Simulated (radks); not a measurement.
Computed order of ionisation of selenium. At each step one electron was removed from each of the four highest sub-shells of the ion before, moves of one valence electron (up to charge 6) and the configuration listed by NIST were tried, and the lowest configuration was kept. Method: scalar-relativistic Kohn-Sham, BLYP, spin-polarised, spherical densities, finite nucleus; Fermi nuclear charge, rms radius of each element as measured or else 0.836 A^(1/3) + 0.57 fm; computed with a radial shooting solver on a logarithmic mesh with Libxc functionals. Open shells are filled with parallel spins first.

| species | lowest configuration found | NIST configuration | margin to the next tried (eV) | IE (eV) | NIST IE (eV) | kind |
|---|---|---|---|---|---|---|
| Se | [Ar] 3d10 4s2 4p4 | same | 10.828 | 9.627 | 9.752 | exp. |
| Se+ | [Ar] 3d10 4s2 4p3 | same | 11.480 | 21.015 | 21.20 | exp. |
| Se2+ | [Ar] 3d10 4s2 4p2 | same | 9.569 | 31.473 | 31.70 | exp. |
| Se3+ | [Ar] 3d10 4s2 4p1 | same | 10.815 | 42.559 | 42.947 | exp. |
| Se4+ | [Ar] 3d10 4s2 | same | 12.355 | 68.362 | 68.3 | semi-emp. |
| Se5+ | [Ar] 3d10 4s1 | same | 14.522 | 83.466 | 81.83 | exp. |
| Se6+ | [Ar] 3d10 | same | 52.664 | 155.15 | 155.33 | exp. |
| Se7+ | [Ar] 3d9 | same | 100.57 | 187.15 | 184 | theory |
| Se8+ | [Ar] 3d8 | same | 100.70 | 220.91 | 219 | theory |
| Se9+ | [Ar] 3d7 | same | 100.62 | 256.32 | 255 | theory |
| Se10+ | [Ar] 3d6 | same | 100.31 | 293.25 | 291 | theory |
| Se11+ | [Ar] 3d5 | same | 99.765 | 343.28 | 343 | theory |
| Se12+ | [Ar] 3d4 | same | 87.317 | 384.77 | 383 | theory |
| Se13+ | [Ar] 3d3 | same | 87.586 | 427.72 | 426 | theory |

Reference values: NIST Atomic Spectra Database (exp. = measured, semi-emp. = semi-empirical, theory = theoretical value adopted there). Open shells are spherical and high-spin; term and fine-structure splittings are not resolved.
